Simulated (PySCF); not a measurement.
# Unknowns

Relativity neglected, no solvent model, one computed conformer, averaged over atoms made equivalent by symmetry, fast rotation or ring inversion. Structure optimised with GFN2-xTB; σ from GIAO-PBE0/pcSseg-1; PySCF 2.14.

Shifts are taken against calculated references (same method and geometry level): ¹H, ¹³C vs TMS. Splittings of carbon signals by F and P are missing where no couplings were computed. Where no couplings were computed, multiplicities follow the n + 1 count of equivalent neighbours, and m marks all less simple cases (inequivalent or close neighbours, rings, F or P nearby). Shifts are as computed. Against solution values, carbons near 30 ppm lie about +3 ppm off and those near 130 ppm about +5 ppm. Of 1211 compounds with measured shifts, 218 miss one by over three times the rms of a fit or turn the order of signals round; such compounds aren't used in these exercises.

Question: C5H10N2Si. ¹H NMR (300 MHz, computed): δ 7.03 (m, 1H), 5.38 (m, 1H), 5.11 (m, 1H), 4.92 (s, 3H), 3.60 (m, 2H), 2.98 (m, 2H). ¹³C{¹H} NMR (computed): δ 150.2 (C), 139.6 (CH), 117.7 (CH2), 50.5 (CH2), 33.6 (CH2). Give a structure.

Answer: SMILES C1C(C=C)=NN([SiH3])C1. Rings plus π bonds: 3 (1 ring in the answer). 5 carbon signals for 5 carbons: no two carbons are equivalent. Carbon types of the structure: 1 × C, 1 × CH, 3 × CH2, leaving 3 H on heteroatoms. δC 150.2: C=N carbon. δC 139.6: alkene CH; an sp2 carbon of a C=C bond. δC 117.7: terminal =CH2 carbon; as expected for a trigonal carbon in a double bond. δC 50.5: sp3 CH2 bonded to N; pulled downfield by the heteroatom.

The shifts were computed for this structure.

Question: C8H13PSi. ¹H NMR (600 MHz, computed): δ 9.30 (m, 1H), 9.26 (m, 1H), 8.15 (m, 1H), 7.85 (m, 1H), 0.30 (s, 9H). ¹³C{¹H} NMR (computed): δ 169.9, 166.3, 151.8, 138.4, 136.5, -0.7. Identify the compound.

Answer: `InChI=1S/C8H13PSi/c1-10(2,3)8-5-4-6-9-7-8/h4-7H,1-3H3`. 6 carbon signals for 8 carbons: some carbons are equivalent by symmetry or fast rotation. Carbon types of the structure: 1 × C, 4 × CH, 3 × CH3, which accounts for all hydrogens. δC 169.9, 166.3, 138.4, 136.5: aromatic CH. δC 151.8: substituted aromatic carbon. δC -0.7: methyl carbon bonded to Si; an electropositive neighbour leaves it electron-rich and shielded. δH 9.30, 9.26, 8.15, 7.85: hydrogen on an aromatic CH; it sits in the deshielding region of the aromatic ring current.

This is the structure that produced the data.
